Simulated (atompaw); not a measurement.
Pseudopotential generation for platinum (Pt): PAW (atompaw), LDA (PW92), scalar-relativistic.

```json
{
  "Element": "platinum",
  "Generator": "atompaw 4.2.0.5",
  "Type": "PAW",
  "Functional": "LDA (PW92)",
  "Relativity": "scalar-relativistic",
  "Frozen core": "[Kr] 4d10 4f14",
  "Valence charge": "18",
  "Reference configuration": "5s2 5p6 5d9 6s0 6p0 (charge +1)",
  "Partial waves": "5s (bound): rc 1.25 bohr; 6s (bound, empty): rc 1.90 bohr; 5p (bound): rc 1.40 bohr; 6p (bound, empty): rc 1.95 bohr; 5d (bound): rc 2.40 bohr; 5d channel at -0.4 Ry: rc 2.40 bohr",
  "Local potential": "troulliermartins scheme with l = 3 at 0 Ry, radius 1.90 bohr",
  "Core correction": "smooth core density matched at 1.50 bohr",
  "Augmentation charge": "sinc compensation charge, radius 2.40 bohr; PAW radius 2.40 bohr; waves and projectors: custom rrkj vanderbiltortho"
}
```

Results:

* Cutoffs needed: 45 Ry and 80 Ry (the cutoffs (Ry, on a coarse ladder) from which the occupation-weighted sum of valence levels, in a spherical-Bessel basis at the reference potential, stays within 10 and 1 mRy of its value at 400 Ry)
* Ghost test: ghost state, extra bound levels that the all-electron valence spectrum of the same l lacks: d at -15.0 eV; a true bound ghost makes a file unfit for plane-wave use (spherical-Bessel basis up to 400 Ry, 20 bohr box)
* Lowest eigenvalue of the overlap operator: 0.04 (p channel)
* Overlap eigenvalues printed by atompaw (projector basis): 0.0343, 0.0513, 0.35, 16.2, 22.6, 176
* Share of each valence orbital outside the PAW sphere: 5s 0 %, 6s 58 %, 5p 1 %, 6p 84 %, 5d 14 %

Generation and tests took about 26 s on one core of a shared server CPU.
